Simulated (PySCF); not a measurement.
A search over the determinants of CaP

Unrestricted PBE0; basis Ca 3-21G, P 3-21G; no relativity; PySCF 2.14. Outer shells of the fragments: Ca 4s2; P 3s2 3p3.

Followed along the bond (rough minima from three points):

| 2Ms+1 | unpaired | ⟨S²⟩ at the start | R at minimum (Å) | Te (eV) |
| --- | --- | --- | --- | --- |
| 4 | σ ↑, π ↑↑ | 3.76 | 3.09 | 0.00 |
| 2 | σ ↓, π ↑↑ | 1.75 | 3.03 | 0.20 |
| 2 | σ ↑, π ↑↓ | 1.75 | 3.04 | 0.51 |
| 2 | π ↑ | 1.29 | 2.83 | 0.58 |
| 4 | σ ↑↑, π ↑ | 3.75 | 2.87 | 1.10 |

Solutions found at the starting distance of 2.655 Å, counted from the lowest of them; the search is not exhaustive and high or unbound solutions are not listed, so other states can lie among these:

```json
{"2Ms+1": "4", "unpaired": "σ ↑, π ↑↑", "term": "⁴Σ⁻", "E (eV)": "0.00", "⟨S²⟩": "3.76", "⟨Lz²⟩": "0.00", "μ (D)": "-3.57"}
{"2Ms+1": "2", "unpaired": "σ ↓, π ↑↑", "term": "mixed", "E (eV)": "0.15", "⟨S²⟩": "1.75", "⟨Lz²⟩": "0.00", "μ (D)": "-4.12"}
{"2Ms+1": "2", "unpaired": "π ↑", "term": "mixed", "E (eV)": "0.24", "⟨S²⟩": "1.29", "⟨Lz²⟩": "1.01", "μ (D)": "-6.42"}
{"2Ms+1": "2", "unpaired": "σ ↑, π ↑↓", "term": "mixed", "E (eV)": "0.47", "⟨S²⟩": "1.75", "⟨Lz²⟩": "2.00", "μ (D)": "-3.88"}
{"2Ms+1": "4", "unpaired": "σ ↑↑, π ↑", "term": "⁴Π", "E (eV)": "0.80", "⟨S²⟩": "3.75", "⟨Lz²⟩": "1.01", "μ (D)": "-4.33"}
{"2Ms+1": "2", "unpaired": "σ ↑", "term": "mixed", "E (eV)": "1.51", "⟨S²⟩": "0.75", "⟨Lz²⟩": "2.00", "μ (D)": "-3.70"}
{"2Ms+1": "4", "unpaired": "π ↑↑↑", "term": "⁴Π", "E (eV)": "2.03", "⟨S²⟩": "3.76", "⟨Lz²⟩": "1.00", "μ (D)": "-5.39"}
{"2Ms+1": "2", "unpaired": "π ↑", "term": "²Π", "E (eV)": "3.63", "⟨S²⟩": "0.75", "⟨Lz²⟩": "1.00", "μ (D)": "3.37"}
```

A term symbol is given only where ⟨S²⟩ and ⟨Lz²⟩ are close to those of a pure state; real π, δ and φ orbitals otherwise mix terms. A positive dipole means Ca(−)P(+).

**Question.** Compare the gap between the two lowest followed solutions at the starting distance with the gap between their minima.

**Answer.** At PBE0 the second solution (Ms = 0.5 of mixed spin, unpaired electrons σ ↓, π ↑↑) lies +0.15 eV from the first (quartet, unpaired electrons σ ↑, π ↑↑) at 2.655 Å and +0.20 eV at the minima; the two curves relax by different amounts, since their minima lie near 3.03 and 3.09 Å.

3-21G is very small, so such numbers show the basis as much as the molecule.
